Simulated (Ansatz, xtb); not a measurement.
**C4H4Cl3F: which of two isomers lies lower**

We compare I, `C/C(=C/Cl)C(F)(Cl)Cl`, a singlet, with II, `C=C[C@](F)(Cl)C(Cl)Cl`, a singlet. Both are isolated molecules in the gas phase, relaxed with PBE-D3(BJ)/def2-SVP; each stands in its lowest conformer found.

Question: Estimate which is lower in electronic energy at CCSD(T)/def2-SVP + ΔMP2/def2-TZVPP, and by roughly how much.

Answer: Not settled: CCSD(T)/def2-SVP + ΔMP2/def2-TZVPP gives E(II) − E(I) = −0.054 eV, but this leans on the basis-set step: CCSD(T) alone gives −0.031 eV.

How the difference moves with the method:

```csv
level,geometry,E(II) − E(I) (eV),departure from the last row (eV),"job, with rough time for the two"
GFN2-xTB,GFN2-xTB,+0.369,+0.423,"optimisation, 0.15 s"
HF/STO-3G,GFN2-xTB,+0.289,+0.343,"single point, 0.44 s"
r2SCAN-D4/def2-SVP,GFN2-xTB,+0.122,+0.176,"single point, 4.4 s"
PBE-D3(BJ)/def2-SVP,PBE-D3(BJ)/def2-SVP,+0.163,+0.216,"optimisation, 21 s"
HF/def2-SVP,PBE-D3(BJ)/def2-SVP,−0.150,−0.096,part of the CCSD(T) run
MP2/def2-SVP,PBE-D3(BJ)/def2-SVP,+0.009,+0.062,part of the CCSD(T) run
CCSD(T)/def2-SVP,PBE-D3(BJ)/def2-SVP,−0.031,+0.023,single point
CCSD(T)/def2-SVP + ΔMP2/def2-TZVPP,PBE-D3(BJ)/def2-SVP,−0.054,,"single point, 86 s"
```

As drawn, both hold the same kinds of bond in the same numbers. Structure I has 1 methyl group, II 0.

GFN2-xTB, HF/STO-3G, r2SCAN-D4/def2-SVP, PBE-D3(BJ)/def2-SVP put the two in the other order. MP2/def2-SVP finds them nearly level. The largest departure from CCSD(T)/def2-SVP + ΔMP2/def2-TZVPP is that of GFN2-xTB, 0.423 eV. A small imaginary or near-zero mode remains, so no thermal terms are given. The last row adds to CCSD(T) the change of the MP2 difference between the two basis sets, here −0.023 eV.

The correlated steps freeze 20 core orbitals. Codes used: Ansatz 0.2.0, xtb 6.7.1; the last row on 4 threads of Arm Neoverse V2 on a shared host.
